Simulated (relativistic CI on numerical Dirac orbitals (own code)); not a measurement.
# Sc2+ in a cubic cluster: 1s photoemission with charge transfer

Computed with a charge-transfer multiplet model of a cubic metal-ligand cluster with up to 2 ligand holes, Slater and spin-orbit integrals from Dirac-Coulomb-Breit ions, Slater integrals scaled by 0.8. The ground state mixes d1 with configurations of k ligand holes L, whose averages lie at kΔ + k(k − 1)U_dd/2; a core hole lowers each added d electron by U_cd. 20 K, Lorentzian 1.1 eV and Gaussian 0.6 eV FWHM.

Atomic integrals in eV (Slater integrals scaled, ζ unscaled), ground: F2dd 4.710, F4dd 2.885, zeta_d 0.008; with the core hole: F2dd 4.710, F4dd 2.885, zeta_d 0.018, G2cd 0.028. Where a configuration has fewer than two d electrons, the dd integrals are those of d2.

Cluster parameters (eV): U_dd = 4.7, U_cd = 5.2, 10Dq = 1.4, 10Dq(ligand) = 0.5, V(eg) = 2, V(t2g) = -1.02, final-state hopping factor = 1.

```
    Case   n_d    d1   d2L  d3L2     S
Δ = 2 eV  1.66  0.43  0.48  0.09  0.50
Δ = 4 eV  1.47  0.58  0.38  0.05  0.50
Δ = 5 eV  1.39  0.64  0.32  0.03  0.50
Δ = 6 eV  1.33  0.70  0.28  0.03  0.50
Δ = 8 eV  1.23  0.78  0.20  0.01  0.50
```

Weights, n_d and S are thermal averages at 20 K. Binding energies count from the first peak over 30 % of the highest in each spectrum, which can be another peak from case to case. The parameters are a model scan and need not match a compound or its usual spin state. Peaks in eV (height, largest 100):
- Δ = 2 eV: 0.0 (100), 9.3 (15)
- Δ = 4 eV: 0.0 (100), 8.4 (17)
- Δ = 5 eV: 0.0 (100), 8.2 (17)
- Δ = 6 eV: 0.0 (100), 8.1 (15)
- Δ = 8 eV: 0.0 (100), 8.2 (10)

For the case Δ = 5 eV, Δ = 5 eV is larger than U_dd = 4.7 eV, the Mott-Hubbard side of the Zaanen-Sawatzky-Allen scheme. With the core hole the configuration with one ligand hole lies at Δ − U_cd = -3.2, -1.2, -0.2, 0.8, 2.8 eV from the one without, in the order of the table; where this is negative the screened configuration lies lower, though the effective hopping of about 4.5 eV (from the holes of the mixed ground state) mixes the two strongly wherever it is as large as the gap.
